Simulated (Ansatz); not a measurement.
## Energy profile

The step: SiH₂F₂ ([F][SiH2][F]) + NH₃ → SiNH₃F₂ ([NH2][SiH]([F])[F]) + H₂; bonds formed: Si1–N7, H2–H6; bonds broken: Si1–H2, H6–N7 (atoms numbered as in the saddle structure below).

```csv
atom,x (Å),y (Å),z (Å)
Si1,-0.0438,0.5070,0.5881
H2,-1.6056,-0.0243,-0.0930
F3,-0.4044,1.9598,0.0378
F4,1.4797,0.8186,1.0490
H5,-0.5379,-0.0513,1.8582
H6,-0.8604,-0.7002,-0.5916
N7,0.3623,-0.7266,-0.7218
H8,0.5934,-0.3111,-1.6182
H9,1.0168,-1.4718,-0.5085
```

Electronic energies by CCSD(T) at an estimated basis limit (MP2 extrapolated from triple and quadruple zeta, plus CCSD(T) − MP2 in triple zeta), on PBE0-D4/def2-TZVP structures; SiNH5F2, singlet; no counterpoise correction. Computed with Ansatz 0.2.0 (basis: def2-TZVPP and def2-QZVPP); correlated methods freeze the cores. Extrapolation: Hartree–Fock as exp(−7.88 √X), correlation as X^−2.97.

Task: Give the profile in eV, counted from the separated reactants. (To be estimated.)

Result: The calculation gives:
```
                                                                                                         point      eV
      separated: SiH2F2 (linked as [F][SiH2][F]; Si1, H2, F3, F4, H5; singlet) + NH3 (H6, N7, H8, H9; singlet)   0.000
                                                                                               start structure  -0.264
                                                                                                        saddle   1.601
                                                                                                 end structure  -0.612
separated: SiNH3F2 (linked as [NH2][SiH]([F])[F]; Si1, F3, F4, H5, N7, H8, H9; singlet) + H2 (H2, H6; singlet)  -0.596
```

T1 diagnostic: at most 0.012.

For scale, one of the runs: CCSD(T)/def2-TZVPP, 205 basis functions, launched by `ansatz run in.yaml --threads 4 --pin off --events-out ev --progress --plain --max-ram 9574MiB`. Hardware: 4 CPU threads of an AMD EPYC 9R45, shared host. Wall time 19 s; peak host memory 2.8 GiB.
